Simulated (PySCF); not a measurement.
CH₁₀N₂Si₃, SMILES [SiH2]1[Si@@]([SiH3])(N)NC1.

Geometry optimised at PBE0-D3(BJ)/def2-SVP. The structure was generated by enumeration; whether it is a known compound was not checked. Other conformers were not sampled.

Calculation: PBE0-D3(BJ)/def2-SVP run with PySCF.

Frequencies are harmonic and unscaled.

```
mode  ν (cm⁻¹)  IR (km/mol)  moving atoms (share of kinetic energy)
----  --------  -----------  --------------------------------------
1           60          0.9                         H 79 %, Si 13 %
2           76          1.0                 H 40 %, C 32 %, Si 23 %
3           87          0.7                 Si 44 %, H 36 %, N 20 %
4          135          2.2                 N 51 %, H 28 %, Si 17 %
5          170         12.2                 H 35 %, N 34 %, Si 29 %
6          190          5.0                 H 45 %, N 32 %, Si 23 %
7          267         65.3                 H 73 %, Si 15 %, N 11 %
8          342         46.8                 H 55 %, Si 24 %, N 20 %
9          364          7.9                  H 52 %, Si 38 %, N 9 %
10         399         71.4                 H 60 %, N 20 %, Si 15 %
11         428          7.4          Si 56 %, H 25 %, C 10 %, N 8 %
12         472         49.6                 H 49 %, Si 35 %, N 12 %
13         501         14.2                         H 80 %, Si 15 %
14         522         21.9                         H 48 %, Si 45 %
15         524         72.6                         H 79 %, Si 16 %
16         576         38.4                                  H 93 %
17         663          3.0                 H 42 %, C 41 %, Si 15 %
18         722        148.4         H 58 %, Si 19 %, C 12 %, N 11 %
19         783         35.9                 H 51 %, N 34 %, Si 14 %
20         812        234.6                 H 57 %, N 25 %, Si 17 %
21         847         39.6                          H 75 %, C 20 %
22         879         87.1                         H 78 %, Si 15 %
23         890         79.3                 Si 39 %, N 38 %, H 22 %
24         933         20.6                                  H 97 %
25         934         86.3                                  H 97 %
26         940         71.8                          H 87 %, Si 9 %
27        1077         17.5                  H 40 %, C 31 %, N 29 %
28        1167         31.1                  H 63 %, C 27 %, N 10 %
29        1178          1.3                                  H 89 %
30        1339         40.6                  H 62 %, N 25 %, C 12 %
31        1479          2.6                                  H 92 %
32        1534         69.0                          H 89 %, N 11 %
33        2197        115.8                                  H 98 %
34        2205         98.0                                  H 96 %
35        2208        104.6                                  H 98 %
36        2217         29.4                                  H 96 %
37        2220        155.6                                  H 96 %
38        3017         67.1                                  H 95 %
39        3066         25.6                          H 90 %, C 10 %
40        3611         15.5                                  H 94 %
41        3612         33.9                                  H 95 %
42        3720         32.4                           H 91 %, N 9 %
```
